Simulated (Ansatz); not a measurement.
Basis sets compared for InSn₉H₁₆, a doped cluster cut from the lattice of tin (In on a surface site). Charge 0, multiplicity 2. Geometry PBE-D4/def2-SVP. Ansatz on 2 threads of AMD EPYC 7R13 on a shared host and a share (18 GiB) of an NVIDIA H100 80GB HBM3; times are rough, and most runs start from earlier orbitals.

```xyz
26

Sn    2.661    0.916   -0.752
Sn   -0.611    0.923    2.523
Sn   -0.051   -2.736    0.071
In   -1.766    1.245   -2.226
Sn    2.516   -1.897   -0.733
Sn   -0.589   -1.887    2.702
Sn    1.943    1.863    1.801
Sn    0.910    1.933   -2.708
Sn   -2.585    1.519    0.587
Sn   -2.101   -1.603   -1.517
H     4.326    1.353   -1.032
H    -1.131    1.643    4.024
H    -0.210   -4.467   -0.083
H    -3.052    1.771   -3.294
H     3.669   -2.598    0.363
H     2.847   -2.544   -2.311
H     0.622   -2.455    3.809
H    -2.125   -2.491    3.240
H     3.069    1.336    3.016
H     1.937    3.601    1.832
H     1.161    3.657   -2.754
H     1.490    1.333   -4.236
H    -3.075    3.199    0.639
H    -4.017    0.598    0.939
H    -2.186   -2.316   -3.114
H    -3.652   -1.898   -0.784
```

In the def2 sets In, Sn take a core potential; there is no spin–orbit coupling. Single mean-field runs in def2-TZVP are fitted with def2-universal-jkfit.

Binding counts from free atoms (Sn triplet, In doublet, H doublet) in the same basis, without a counterpoise term.

| level | functions | energy (Eh) | HOMO (eV) | LUMO (eV) | binding per atom (eV) | wall time |
| --- | --- | --- | --- | --- | --- | --- |
| PBE-D4/def2-SVP | 340 | -2128.4934 | -5.41 | -4.93 | 2.31 | 7 s |
| PBE0-D4/def2-SVP | 340 | -2128.6061 | -6.31 | -4.41 | 2.31 | 14 s |

**Question.** Estimate the rows for PBE-D4/def2-TZVP (with forces), PBE0-D4/def2-TZVP.

**Answer.** 
| level | functions | energy (Eh) | HOMO (eV) | LUMO (eV) | binding per atom (eV) | wall time |
| --- | --- | --- | --- | --- | --- | --- |
| PBE-D4/def2-TZVP (with forces) | 596 | -2128.5744 | -5.48 | -4.99 | 2.32 | 16 s |
| PBE0-D4/def2-TZVP | 596 | -2128.6768 | -6.34 | -4.43 | 2.32 | 14 s |
